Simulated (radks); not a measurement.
Species: Pt51+. Configuration: [Ar] 3d9 (the NIST ground configuration).

Calculated with a radial shooting solver on a logarithmic mesh with Libxc functionals: scalar-relativistic Kohn-Sham, exchange-only LDA, spin-polarised, spherical densities, point nucleus; open shells are filled with parallel spins first (spin-orbit coupling, left out, can overturn this in heavy ions).

Energy parts (eV):
| part | energy |
|---|---|
| total | -445165.99 |
| kinetic | 502011.27 |
| electron-nucleus | -1016327.32 |
| Hartree | 75448.84 |
| exchange | -6298.77 |

Orbitals (lengths in bohr, moments of r in powers of bohr):
[
 {"orbital": "1s up", "occ.": "1", "eigenvalue (eV)": "-81282.48", "<r^4>": "4.519e-07"},
 {"orbital": "1s down", "occ.": "1", "eigenvalue (eV)": "-81282.32", "<r^4>": "4.519e-07"},
 {"orbital": "2s up", "occ.": "1", "eigenvalue (eV)": "-16615.98", "<r^4>": "0.00006574"},
 {"orbital": "2s down", "occ.": "1", "eigenvalue (eV)": "-16611.37", "<r^4>": "0.00006570"},
 {"orbital": "2p up", "occ.": "3", "eigenvalue (eV)": "-14791.54", "<r^4>": "0.00005272"},
 {"orbital": "2p down", "occ.": "3", "eigenvalue (eV)": "-14787.72", "<r^4>": "0.00005267"},
 {"orbital": "3s up", "occ.": "1", "eigenvalue (eV)": "-5898.682", "<r^4>": "0.002148"},
 {"orbital": "3s down", "occ.": "1", "eigenvalue (eV)": "-5893.563", "<r^4>": "0.002150"},
 {"orbital": "3p up", "occ.": "3", "eigenvalue (eV)": "-5363.395", "<r^4>": "0.002268"},
 {"orbital": "3p down", "occ.": "3", "eigenvalue (eV)": "-5358.305", "<r^4>": "0.002271"},
 {"orbital": "3d up", "occ.": "5", "eigenvalue (eV)": "-4817.129", "<r^4>": "0.001640"},
 {"orbital": "3d down", "occ.": "4", "eigenvalue (eV)": "-4810.959", "<r^4>": "0.001644"}
]

The highest occupied level is 3d down at -4811.0 eV. Spin moment in Bohr magnetons: 1. The density falls to 0.001 e/bohr^3 at r = 0.61 bohr. Summed over all electrons, <r^2> = 0.6308 bohr^2, which gives a Langevin (diamagnetic) susceptibility term of -0.5 x 10^-6 cm^3/mol. For comparison, the ionisation energy in NIST's Atomic Spectra Database is 4839 eV (theoretical). In exact Kohn-Sham theory the highest level is minus the ionisation energy, but local and semilocal functionals leave it too shallow, through self-interaction and a potential that decays too fast; potentials with the right tail come closer.
